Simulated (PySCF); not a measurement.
HO3S, SMILES O=S(=O)=[OH+], charge +1. Atoms are numbered in the order given.

```xyz
5

O     -1.3700     0.6100     0.0000
S     -0.1007    -0.0845     0.0000
O      0.2544    -1.4806     0.0000
O      1.1927     0.8151     0.0000
H      0.9939     1.7959     0.0000
```
Charge +1, spin multiplicity 1.

Geometry: PBE-D3(BJ)/def2-SVP. The isomer is the one that the SMILES or the coordinates give; other isomers of the formula were not compared.

Two levels are set side by side: PBE/pcSseg-2 (PySCF) and KT2/pcSseg-2 (PySCF). GIAO shifts against H2O (¹⁷O), H2S (³³S), TMS (¹H) at the same level; non-relativistic, no solvent, atoms listed together averaged. Differences are taken from unrounded values.

```json
[
 {"quantity": "δ(³³S) of S2 (ppm)", "KT2": "620.3"},
 {"quantity": "δ(¹⁷O) of O4 (ppm)", "KT2": "297.9"},
 {"quantity": "δ(¹H) of H5 (ppm)", "KT2": "10.53"}
]
```

Question: What does PBE give, and how far is it from KT2? (Estimate from the structure and the level; the computed values follow.)

Answer: 
```csv
quantity,PBE,PBE minus KT2
δ(³³S) of S2 (ppm),638.3,18.0
δ(¹⁷O) of O4 (ppm),305.4,7.6
δ(¹H) of H5 (ppm),10.40,-0.13
```

Rough cost on one machine, each run with all the roots and properties that it gave: KT2 against PBE within a factor of 2.
